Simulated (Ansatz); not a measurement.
Coupled-cluster diagnostics for the cluster CaCl₂, Ansatz.

Geometry of the singlet (r2SCAN-D4/def2-TZVP):

Cartesian coordinates in Å:
```
Ca -0.0498 0.0136 0.0384
Cl -1.4589 0.0970 -1.9777
Cl 1.5087 -0.1106 1.9393
```

Correlated methods freeze 15 core orbitals; core or outer-core shells of Ca are correlated, in sets that lack core-valence functions. At PBE0-D4/def2-TZVP a singlet of charge 0 lies 4.78 eV below the triplet, each at its own geometry. At PBE0-D4/def2-TZVP a singlet of charge 0 lies 10.67 eV below the quintet, each at its own geometry. The structure comes from a short search, and lower isomers may exist.

Geometry of the charge 0 triplet (r2SCAN-D4/def2-TZVP):

```xyz
3

Ca   -0.022   -0.064    0.000
Cl    1.569   -0.500   -2.068
Cl   -1.546    0.564    2.069
```

Geometry of the charge 0 quintet (r2SCAN-D4/def2-TZVP):

| atom | x (Å) | y (Å) | z (Å) |
| --- | --- | --- | --- |
| Ca1 | -0.397 | -0.209 | -0.466 |
| Cl2 | -1.455 | -1.435 | 2.335 |
| Cl3 | 1.852 | 1.644 | -1.869 |

Estimate the CCSD(T) correlation energy, the shares of MP2 and (T), T1 and the reference's ⟨S²⟩ for: charge 0, singlet, own geometry in def2-TZVPP; charge 0, singlet, own geometry in def2-TZVPD; charge 0, triplet, own geometry in def2-TZVPP; charge 0, quintet, own geometry in def2-TZVPP; charge 1, doublet, vertical in def2-TZVPP; charge -1, doublet, vertical in def2-TZVPD; and the rough time on 4 threads of Intel Xeon on a shared host.


```
                          state       basis  correlation (eV)  MP2 share (%)  (T) share (%)     T1  ⟨S²⟩ (pure)  wall time
charge 0, singlet, own geometry  def2-TZVPP           -17.522           89.6            3.2  0.006  0.00 (0.00)       11 s
charge 0, singlet, own geometry  def2-TZVPD           -17.502           89.3            3.3  0.006  0.00 (0.00)       15 s
charge 0, triplet, own geometry  def2-TZVPP           -16.842           88.2            3.0  0.011  2.01 (2.00)       62 s
charge 0, quintet, own geometry  def2-TZVPP           -15.710           86.2            2.7  0.012  6.02 (6.00)       16 s
    charge 1, doublet, vertical  def2-TZVPP           -16.531           88.1            3.1  0.017  0.76 (0.75)       33 s
   charge -1, doublet, vertical  def2-TZVPD           -17.938           89.5            3.4  0.012  0.75 (0.75)       19 s
```
Customary marks for T1 are 0.02 (closed shells), 0.045 (open shells) and about 0.05 (3d metals). T1 stays under 0.02 throughout.
